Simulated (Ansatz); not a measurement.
Input for Ansatz (a quantum-chemistry and plane-wave program): R-MP2/aug-cc-pVTZ on BeH2O2 (SMILES [OH][Be][OH]), atoms moved off the minimum.

Ansatz 0.2 input:
```yaml
crystal:
  periodic: [false, false, false]
  atoms:
    - {symbol: Be, position_ang: [0.05618981, -0.03309664, 0.04256750]}
    - {symbol: O, position_ang: [0.86234200, 0.07171291, -1.11764685]}
    - {symbol: H, position_ang: [1.78467297, 0.01403508, -1.13790776]}
    - {symbol: O, position_ang: [-1.00864978, 0.04235571, 1.18199236]}
    - {symbol: H, position_ang: [-1.35294950, -0.81333022, 1.28920083]}
basis:
  gaussian:
    orbitals: aug-cc-pVTZ
magnetization: {spin_polarized: false}
correlation: {method: mp2, electrons: outside_noble_gas}
scf: {lower_state_search: off}
output: {forces: true}
```

The log:

```
WARN ansatz: RAYON_NUM_THREADS=1 ignored (pool sized by the plan → 1); use --threads N
Functional definition: HF
these checks for a lower state are left out or cut short: starts, cluster_reference, orbital_swaps, neighbouring_geometries, increment
integrals: 0.25 GiB planned
1097 factors; integrals over basis functions are off by at most 9.9e-4 eV
mean field: 0.39 GiB planned
mean field evaluation 1: about -4504.7714 eV, gradient 5.2e1 eV
mean field evaluation 2: about -4504.7715 eV, gradient 5.2e1 eV
mean field evaluation 4: about -4509.2673 eV, gradient 2.2e0 eV
mean field evaluation 8: about -4509.2891 eV, gradient 3.1e-1 eV
mean field -4509.28949082 eV, -165.7133322815 hartree, gradient 2.2e-6 eV, S^2 0.000000; 0 other end points of the search recorded, 0 dependent functions left out
3 core orbitals not correlated
reference -4509.28949082 eV, -165.7133322815 hartree; 8, 8 occupied and 173, 173 virtual orbitals, 1097 factors
densities: 0.45 GiB planned
second order -14.96569191 eV of doubles, -0.00000000 eV of singles
the calculation of the forces begins
Total energy: -4524.25518274 eV, -166.2633113152 hartree
Atom 0 at     0.056190    -0.033097     0.042568 Å, force    -2.062605     0.512252     1.948235 eV/Å
Atom 1 at     0.862342     0.071713    -1.117647 Å, force    -1.364425     0.036732    -0.181058 eV/Å
Atom 2 at     1.784673     0.014035    -1.137908 Å, force     1.914342    -0.104299    -0.218055 eV/Å
Atom 3 at    -1.008650     0.042356     1.181992 Å, force     2.534618     1.335617    -2.099446 eV/Å
Atom 4 at    -1.352950    -0.813330     1.289201 Å, force    -1.021930    -1.780301     0.550324 eV/Å
Dipole moment:     0.337663    -0.333575    -0.013468 e Å
Checks for a lower state left out: starts, cluster_reference, orbital_swaps, neighbouring_geometries, increment
```

The calculation finished and met its thresholds.

Cost: roughly 6 core-seconds.
